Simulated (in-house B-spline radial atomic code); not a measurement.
How numerical settings move a run on Sn+, [Kr] 4d10 5s2 5p1. Computed with an all-electron radial atomic-structure program (B-spline basis): scalar-relativistic (X2C) B3LYP, spherical fractional occupations, Fermi nucleus of rms radius 4.6519 fm.

Command:
```bash
python run_scf.py task.json out
```
Settings of the sound reference run:
```
Z                50
electrons        49
configuration    [Kr] 4d10 5s2 5p1
hamiltonian      x2c
method           b3lyp
spin_polarised   False
nucleus          fermi
rms_radius       4.6519
mass_number      120
atomic_mass      119.9022
speed_of_light   137.036
knot_spacing     0.22
spline_order     8
gauss_points     12
box_radius       35.29
max_iterations   70
damping          0.5
damped_steps     3
diis_vectors     10
tolerance        1e-08
start            Thomas-Fermi
```

Time taken, with all properties: 0.34 s on 1 thread of Intel(R) Xeon(R) Platinum 8259CL CPU @ 2.50GHz (shared host).

It converges in 10 iterations to -6176.340475 hartree, with 5p at -9.95961 eV. The other runs change the listed settings, some to values that make no sense; their results aren't properties of the atom or ion. Radii are in bohr (the nuclear one in fm), a minus after a letter asks for a j subshell, and «unchanged» means within 1e-8 hartree. The run stops when the residual is below 10 × tolerance × max(1, Z/10), or a noise floor if that is larger, and the energy moves by less than 1e-8 × √|E| hartree; so very loose and very tight tolerances often act alike.

| changed settings | outcome |
| --- | --- |
| knot_spacing = 0.4 | converged in 10 iterations, energy +2.11e-03 hartree from the reference, 5p level -4.2e-04 eV |
| box_radius = 1.41 | converged in 8 iterations, energy +5.76e+01 hartree from the reference, 5p level +3.7e+02 eV (the program warns: 5p has a positive eigenvalue: unbound, held by the box; 4p has a positive eigenvalue: unbound, held by the box) |
| box_radius = 2.12, max_iterations = 60, tolerance = 0.001 | converged in 8 iterations, energy +8.69e+00 hartree from the reference, 5p level +8.7e+01 eV (the program warns: 5p has a positive eigenvalue: unbound, held by the box; 5s has a positive eigenvalue: unbound, held by the box) |
| start = bare nucleus | converged in 11 iterations, energy unchanged, 5p level -3.6e-06 eV |
| knot_spacing = 0.15 | converged in 9 iterations, energy -3.12e-06 hartree from the reference, 5p level +6.9e-06 eV |
| box_radius = 7.06 | converged in 9 iterations, energy +3.60e-03 hartree from the reference, 5p level +1.9e-01 eV (the program warns: 5p reaches the box edge; 4d reaches the box edge) |
| knot_spacing = 0.75 | converged in 10 iterations, energy +1.21e+01 hartree from the reference, 5p level -1.9e-01 eV (the program warns: 3s reaches the box edge; 4s reaches the box edge) |
| box_radius = 141.16 | converged in 10 iterations, energy +2.90e-07 hartree from the reference, 5p level +1.1e-06 eV |
| knot_spacing = 0.55 | converged in 10 iterations, energy +3.26e-01 hartree from the reference, 5p level -5.5e-03 eV |
| knot_spacing = 1.4 | converged in 8 iterations, energy +8.45e+01 hartree from the reference, 5p level -1.9e+00 eV (the program warns: 5p reaches the box edge; 2p reaches the box edge) |
| box_radius = 1.41, max_iterations = 60, diis_vectors = 1, tolerance = 1e-06, start = bare nucleus | converged in 15 iterations, energy +5.76e+01 hartree from the reference, 5p level +3.7e+02 eV (the program warns: 5p has a positive eigenvalue: unbound, held by the box; 4p has a positive eigenvalue: unbound, held by the box) |
| knot_spacing = 1 | converged in 9 iterations, energy +6.06e+01 hartree from the reference, 5p level -5.0e-01 eV (the program warns: 3s reaches the box edge; 3p reaches the box edge) |
| knot_spacing = 0.3 | converged in 10 iterations, energy +3.28e-05 hartree from the reference, 5p level +2.9e-06 eV |
| gauss_points = 3, box_radius = 70.58, max_iterations = 75, start = bare nucleus | not converged after 75 iterations, last residual 3.4e+03, last energy +2.50e+05 hartree from the reference |
| electrons = 50, configuration = [Kr] 4d10 5s2 5p1 3f1, max_iterations = 75 | stopped with error: there is no 3f shell |
| box_radius = 10.59 | converged in 10 iterations, energy +2.28e-05 hartree from the reference, 5p level +2.2e-03 eV (the program warns: 5p reaches the box edge; 5s reaches the box edge) |
| box_radius = 17.64 | converged in 10 iterations, energy -4.62e-07 hartree from the reference, 5p level +6.6e-07 eV |

What happens with box_radius = 70.58?

Converged in 10 iterations, energy +2.51e-07 hartree from the reference.

What happens with box_radius = 5.29?

Converged in 9 iterations, energy +4.35e-02 hartree from the reference, 5p level +1.4e+00 eV (the program warns: 5p reaches the box edge; 4d reaches the box edge).

What happens with knot_spacing = 0.15, spline_order = 5, box_radius = 2.12, max_iterations = 2?

Not converged after 2 iterations, last residual 5.2e-02, last energy +8.74e+00 hartree from the reference.

What happens with box_radius = 3.53?

Converged in 9 iterations, energy +6.07e-01 hartree from the reference, 5p level +1.1e+01 eV (the program warns: 5p has a positive eigenvalue: unbound, held by the box; 4s reaches the box edge).
